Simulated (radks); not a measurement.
The numbers below are computed, except where a source is named.
Coulomb parameter of the 5d shell of the gold ion Au+ in the model configuration [Xe] 4f14 5d9 6s1, as a second difference U = [E(n + 1) + E(n - 1) - 2 E(n)] / (1)^2 with all orbitals relaxed. "Bare": the charge of the atom changes with n. "Screened": the 6s shell takes up the change at fixed total charge, which measures U(5d,5d) + U(6s,6s) - 2 U(5d,6s). Code: a radial shooting solver on a logarithmic mesh with Libxc functionals. Model: scalar-relativistic Kohn-Sham, PBEsol, spin-unpolarised, spherical densities, point nucleus.

[
 {"case": "start", "configuration": "[Xe] 4f14 5d9 6s1", "E - E(n) (eV)": "0.000"},
 {"case": "bare +1", "configuration": "[Xe] 4f14 5d10 6s1", "E - E(n) (eV)": "-12.155"},
 {"case": "bare -1", "configuration": "[Xe] 4f14 5d8 6s1", "E - E(n) (eV)": "23.770"},
 {"case": "screened +1", "configuration": "[Xe] 4f14 5d10", "E - E(n) (eV)": "-2.716"},
 {"case": "screened -1", "configuration": "[Xe] 4f14 5d8 6s2", "E - E(n) (eV)": "3.954"}
]

U(bare) = 11.614 eV, U(screened by 6s) = 1.238 eV, against the Slater integral F0(5d,5d) = 16.148 eV with frozen orbitals.
